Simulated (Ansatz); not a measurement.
F⁻ beside SiNH$_{5}$: one fragment in the basis of the whole pair (the partner's atoms are ghosts).

Input (in.yaml):

```yaml
crystal:
  periodic: [false, false, false]
  atoms:
    - {symbol: F, position_ang: [0.822221, -0.005891, -2.174955]}
basis:
  gaussian:
    orbitals: "def2-TZVPPD.json"
    ghost_atoms:
      - {symbol: Si, position_ang: [0.214103, -0.031054, -0.534813]}
      - {symbol: N, position_ang: [-0.352471, -0.277089, 1.231066]}
      - {symbol: H, position_ang: [1.646665, -0.169574, -0.059178]}
      - {symbol: H, position_ang: [-0.739501, -1.130443, -0.958642]}
      - {symbol: H, position_ang: [-0.296166, 1.392317, -0.701671]}
      - {symbol: H, position_ang: [-1.359286, -0.175791, 1.330760]}
      - {symbol: H, position_ang: [0.064434, 0.397525, 1.867432]}
total_charge: -1
correlation: {method: ccsd_t}
```

The basis file named in the input lies beside it (Basis Set Exchange, JSON).

Command:

```bash
ansatz run in.yaml --threads 2 --pin off --events-out ev --progress --plain --max-ram 5222MiB
```

The run's output (Ansatz 0.2.0):

```
Functional definition: HF
  name "HF"
  cite "Fock, Z. Phys. 61, 126 (1930) doi:10.1007/BF01340294"
  parent pbe
  exchange = exact_x
  correlation = 0
1204 factors; integrals over basis functions are off by at most 1.3e-3 eV
mean field evaluation 1: about -2703.6921 eV, gradient 4.4e1 eV
mean field evaluation 2: about -2703.6952 eV, gradient 4.3e1 eV
mean field evaluation 4: about -2706.3236 eV, gradient 2.5e0 eV
mean field evaluation 8: about -2706.3326 eV, gradient 6.5e-4 eV
mean field evaluation 16: about -2706.3324 eV, gradient 2.2e-1 eV
mean field -2706.33257599 eV, -99.4558877496 hartree, gradient 2.9e-6 eV, S^2 0.000000; 0 other end points of the search recorded, 0 dependent functions left out
1 core orbitals not correlated: weight in the atoms' cores, before any rotation towards them, 1.000 or more for the frozen orbitals, at most 0.000 for the correlated occupied ones
reference -2706.33257599 eV, -99.4558877496 hartree; 4, 4 occupied and 205, 205 virtual orbitals, 1204 factors
second order -7.87206518 eV of doubles, -0.00000000 eV of singles
cycle   1  -7.46745173 eV  change    4.0e-1 eV  update   9.9e-2
cycle   2  -7.66840153 eV  change   -2.0e-1 eV  update   4.6e-2
cycle   3  -7.71865805 eV  change   -5.0e-2 eV  update   1.8e-2
cycle   4  -7.72233989 eV  change   -3.7e-3 eV  update   7.6e-3
cycle   5  -7.71550648 eV  change    6.8e-3 eV  update   2.8e-3
cycle   6  -7.71397083 eV  change    1.5e-3 eV  update   1.2e-3
cycle   7  -7.71432570 eV  change   -3.5e-4 eV  update   6.0e-4
cycle   8  -7.71443288 eV  change   -1.1e-4 eV  update   2.6e-4
cycle   9  -7.71437113 eV  change    6.2e-5 eV  update   1.1e-4
cycle  10  -7.71431632 eV  change    5.5e-5 eV  update   5.3e-5
cycle  11  -7.71436752 eV  change   -5.1e-5 eV  update   2.7e-5
cycle  12  -7.71436842 eV  change   -9.1e-7 eV  update   1.3e-5
cycle  13  -7.71435368 eV  change    1.5e-5 eV  update   5.8e-6
cycle  14  -7.71435869 eV  change   -5.0e-6 eV  update   2.8e-6
perturbative correction -0.26481855 eV, -0.0097319022 hartree
Total energy: -2714.31175323 eV, -99.7491171048 hartree
```

The run took 15 s on 2 CPU threads of an Intel Xeon 6975P-C (shared host), with 3.4 GiB of host memory at its peak.
